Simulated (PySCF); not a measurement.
Computed IR spectrum (relative IR intensity) of a molecule C3H9NOSi. Geometry optimised at PBE-D3(BJ)/def2-SVP. Other conformers were not sampled. Method: PBE-D3(BJ)/def2-SVP (PySCF). Frequencies are harmonic and unscaled.

Lines under 2 % of the strongest are left out, and lines within 2 cm⁻¹ are merged.

| ν (cm⁻¹) | relative intensity |
|---|---|
| 56 | 5.4 |
| 109 | 5.1 |
| 171 | 7.0 |
| 245 | 19 |
| 271 | 14 |
| 341 | 26 |
| 417 | 8.9 |
| 434 | 64 |
| 674 | 10 |
| 702 | 9.5 |
| 753 | 37 |
| 761 | 3.5 |
| 804 | 68 |
| 854 | 14 |
| 879 | 100 |
| 924 | 44 |
| 929 | 20 |
| 985 | 7.6 |
| 1066 | 2.7 |
| 1190 | 3.3 |
| 1397 | 3.3 |
| 1400 | 8.1 |
| 1492 | 18 |
| 1650 | 25 |
| 2137 | 79 |
| 2954 | 9.1 |
| 3022 | 4.2 |
| 3051 | 4.6 |
| 3069 | 8.6 |
| 3484 | 6.7 |
| 3581 | 7.9 |
| 3756 | 18 |

Q: Identify the compound among the candidates.
(A) C/N=C\[SiH2]CO
(B) C/C=C/[Si@@H](N)O
(C) CC/N=C/O[SiH3]
(D) NC/C=C/[SiH2]O

A: B, C/C=C/[Si@@H](N)O
